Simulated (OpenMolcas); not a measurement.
## Ir3+ in KCdF3

Ir3+ with its 6 nearest fluoride ions at 2.046 Å, on the Cd site of idealised cubic KCdF3 (a = 4.302 Å, distance in the model lattice 2.151 Å). The rest of the host is ab initio model potentials to 7.6 Å, with orthogonalisation functions on the cations behind the ligands, and point charges beyond; the distance is set by hand and nothing relaxes, and no local charge compensation is placed. Ligand basis ANO-RCC-VDZP.

```
Program             : OpenMolcas
Method              : SS-CASPT2, IPEA 0.25 Eh, imaginary shift 0.1 Eh (closed shells correlated: 5s 5p and the ligand valence shells)
Basis               : ANO-RCC-VTZP [8s7p5d3f1g]
Scalar Hamiltonian  : DKH2, point nucleus
Active space        : 6 electrons in 5 orbitals (5d)
State averaging     : 2S+1 = 5 even, 5 roots; 2S+1 = 3 even, 45 roots; 2S+1 = 1 even, 50 roots
Spin-orbit coupling : RASSI with atomic mean-field integrals over the reference wave functions
```

The lowest spin-free states (labels of O, the rotations of Oh), above the lowest:

```csv
State,Degeneracy,E (cm-1)
1A1,1,0
2S+1 = 3,3,18870
2S+1 = 3,3,22290
1T1,3,23140
5T2,3,29980
1T2,3,30540
2S+1 = 3,3,42330
2S+1 = 3,3,42430
3E,2,44460
2S+1 = 3,3,45100
2S+1 = 3,3,45860
1T2,3,47250
1E,2,48140
1A1,1,48240
2S+1 = 1,3,51890
1A2,1,52300
2S+1 = 1,3,53060
3A2,1,55830
5E,2,56550
3T1,3,57920
```

The lowest levels with spin-orbit coupling:

```tsv
E (cm-1)	Degeneracy	2S+1
0	1	1 (84 %)
16560	2	3 (88 %)
17670	3	3 (72 %)
17800	3	3 (87 %)
23230	1	3 (62 %)
23460	3	3 (78 %)
25020	2	3
25770	3	3 (76 %)
27310	3	1 (61 %)
27600	1	3
30120	3	5 (69 %)
32450	3	1 (80 %)
33190	3	5 (83 %)
33260	2	5 (85 %)
35830	3	5 (84 %)
36170	3	5 (77 %)
36530	1	5 (70 %)
40750	2	3 (83 %)
43020	3	3
43870	1	3 (70 %)
```

Powder χT (cm3 K/mol): 0 at 2 K, 0.00115 at 10 K, 0.00573 at 50 K, 0.0115 at 100 K, 0.0229 at 200 K, 0.0344 at 300 K. The effective moment at 300 K is 2.828 √(χT) = 0.52 μB.

Roots that are degenerate in the reference are averaged as groups; the widest CASPT2 spread within a group is 150 cm-1 (the 2-fold group of multiplicity 1 near 48100 cm-1 above the lowest state of its run). Shifts and gaps below about the spread of the groups concerned are not significant. Over all roots computed the reference weight is 0.70 to 0.72; a low but even weight reflects the number of correlated electrons. The least metal-like active orbital is 80 % on the metal (Löwdin) and no ligand orbital is active, so the numbers are rough. Ligand-to-metal charge-transfer states are missing. With no ligand orbital active B as a rule stays too high, so bands that hang on it stand too high and its fall with covalency is understated. With one d shell and no ligand orbital active, 10Dq can be off by a tenth or more. No measured value stands beside these numbers; the geometry was set by hand and not optimised.

The CASPT2 steps took 11 min on 1 thread of Arm Neoverse V1 (shared host); the integral step is not counted.
